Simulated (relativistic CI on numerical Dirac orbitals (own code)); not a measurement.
## Electric-dipole lines of Tb19+

These numbers are calculated, not measured: Dirac-Coulomb-Breit CI, KLI orbitals optimised for each configuration, a model potential for QED, unscaled Slater integrals (own radial code, finite nucleus).

CI space (outside the closed core [Ar] 3d10): 4s2 4p6 4d10, 4s2 4p6 4d9 4f, 4s2 4p5 4d10 4f, 4s2 4p6 4d9 5s, 4s2 4p6 4d9 5p, 4s 4p6 4d10 4f, 4s2 4p6 4d9 5d, 4s2 4p5 4d10 5s, 4s2 4p6 4d9 5f, 4s2 4p6 4d9 6s, 4s2 4p5 4d10 5p, 4s2 4p6 4d9 6p, 4s2 4p6 4d9 5g, 4s2 4p6 4d9 6d, 4s2 4p5 4d10 5d, 4s 4p6 4d10 5s, 4s2 4p6 4d9 6f, 4s2 4p6 4d9 7s, 4s2 4p6 4d9 7p, 4p6 4d10 4f2, 4p6 4d9 4f3, 4p5 4d10 4f3, 4p6 4d9 4f2 5s, 4p6 4d9 4f2 5p, 4p6 4d9 4f2 5d. Double excitations out of closed p, d and f shells are left out; levels of such configurations are missing from the list, as are those of other unlisted configurations, and high levels can miss mixing partners. These lack a partner that the ground configuration has and come out too high: 4s2 4p5 4d10 5s, 4s2 4p6 4d9 5f, 4s2 4p6 4d9 6s, 4s2 4p5 4d10 5p, 4s2 4p6 4d9 6p.

```csv
λ vac (Å),Lower,Upper,A (s⁻¹),gf,Branching (%)
51.238,4s2 4p6 4d9 4f 3P°_2 [4],4s2 4p6 4d9 5g 3D_3 [118],8.39e+11,2.31e+00,53.6
51.708,4s2 4p6 4d9 4f 3H°_5 [6],4s2 4p6 4d9 5g 3I_6 [115],1.27e+12,6.60e+00,90.8
51.712,4s2 4p6 4d9 4f 3H°_4 [15],4s2 4p6 4d9 5g 3I_5 [127],1.15e+12,5.09e+00,82.4
51.760,4s2 4p6 4d9 4f 3H°_6 [5],4s2 4p6 4d9 5g 3I_7 [112],1.36e+12,8.19e+00,96.8
51.900,4s2 4p6 4d9 4f 3F°_2 [7],4s2 4p6 4d9 5g 3G_3 [119],9.13e+11,2.58e+00,61.9
51.921,4s2 4p6 4d9 4f 3F°_3 [8],4s2 4p6 4d9 5g 3F_4 [120],8.32e+11,3.03e+00,56.5
51.996,4s2 4p6 4d9 4f 3H°_4 [9],4s2 4p6 4d9 5g 1H_5 [122],7.17e+11,3.19e+00,51.7
52.151,4s2 4p6 4d9 4f 1H°_5 [17],4s2 4p6 4d9 5g 3I_6 [128],1.29e+12,6.82e+00,92.6
52.186,4s2 4p6 4d9 4f 3F°_4 [10],4s2 4p6 4d9 5g 3G_5 [121],7.72e+11,3.47e+00,53.7
52.444,4s2 4p6 4d9 4f 3G°_4 [19],4s2 4p6 4d9 5g 3H_5 [131],1.22e+12,5.53e+00,87.3
52.489,4s2 4p6 4d9 4f 3G°_5 [11],4s2 4p6 4d9 5g 3H_6 [123],1.15e+12,6.19e+00,83.4
52.592,4s2 4p6 4d9 4f 3D°_3 [13],4s2 4p6 4d9 5g 1G_4 [124],9.09e+11,3.39e+00,64.8
63.216,4s2 4p6 4d10 1S_0 [1],4s2 4p6 4d9 4f 1P°_1 [22],4.94e+12,8.88e+00,100.0
70.092,4s2 4p6 4d9 4f 1H°_5 [17],4s2 4p5 4d10 4f 3G_4 [66],6.34e+11,4.20e+00,59.1
84.954,4s2 4p6 4d9 4f 3H°_5 [6],4s2 4p5 4d10 4f 3G_4 [52],4.35e+11,4.24e+00,72.5
85.100,4s2 4p6 4d9 4f 3G°_5 [11],4s2 4p5 4d10 4f 3F_4 [61],3.56e+11,3.48e+00,56.5
85.110,4s2 4p6 4d9 4f 3H°_6 [5],4s2 4p5 4d10 4f 3G_5 [50],3.76e+11,4.50e+00,69.0
88.324,4s2 4p6 4d9 4f 3H°_6 [5],4s2 4p6 4d9 5d 3G_5 [43],1.73e+11,2.23e+00,69.6
206.10,4s2 4p6 4d9 5d 3G_4 [39],4s2 4p6 4d9 5f 3H°_5 [73],1.25e+11,8.75e+00,94.7
211.49,4s2 4p6 4d9 5d 3G_5 [43],4s2 4p6 4d9 5f 3H°_6 [74],1.19e+11,1.04e+01,96.7
```

Terms are leading LS components. Brackets give the number of a level in order of energy, since labels repeat. The list gives strong lines, with weight on those to low levels, without lines whose two gauges differ by over a factor of 2.5, among the lowest 209 of 2682 levels, so that lines to higher ones, which can be the strongest, are missing. Levels whose partners in the same complex of configurations lie outside the list can be far off, and so can their lines. Rates are taken at the computed energies, electric ones in the length gauge.

At this charge energies of transitions that change n are usually good to better than 1 %, and those within a shell (Δn = 0) to a few per cent.

LS names give the leading component of a level, which can be under half, so a name can repeat, a term be missing and a line seem to break the LS rules.
